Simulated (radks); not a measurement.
Task: All-electron atom: the ruthenium ion Ru+ in [Kr] 4d7. Calculated with a radial shooting solver on a logarithmic mesh with Libxc functionals: Dirac Kohn-Sham, PBE, spin-unpolarised, spherical densities, point nucleus; open shells are shared between the two j in proportion to 2j + 1. Some entries of the table are withheld. Estimate them.

orbital  occ.  eigenvalue (eV)  <r> (bohr)
1s1/2       2        -21933.54     0.03343
2s1/2       2        -3159.083      0.1453
2p1/2       2        -2919.513      0.1236
2p3/2       4        -2788.585      0.1284
3s1/2       2        -562.3755      0.4024
3p1/2       2              (1)         (2)
3p3/2       4              (3)         (4)
3d3/2       4        -282.7894      0.3821
3d5/2       6        -278.4622      0.3856
4s1/2       2         -83.7308       1.020
4p1/2       2         -56.1424       1.108
4p3/2       4         -52.7729       1.140
4d3/2     2.8         -12.7433         (5)
4d5/2     4.2         -12.4113         (6)
5s1/2       0         -10.4947       3.060
5p1/2       0          -6.2641       3.883
5p3/2       0          -6.0542       3.984

Result: 
(1) 3p1/2 eigenvalue (eV): -469.4451
(2) 3p1/2 <r> (bohr): 0.3956
(3) 3p3/2 eigenvalue (eV): -447.2321
(4) 3p3/2 <r> (bohr): 0.4063
(5) 4d3/2 <r> (bohr): 1.629
(6) 4d5/2 <r> (bohr): 1.651
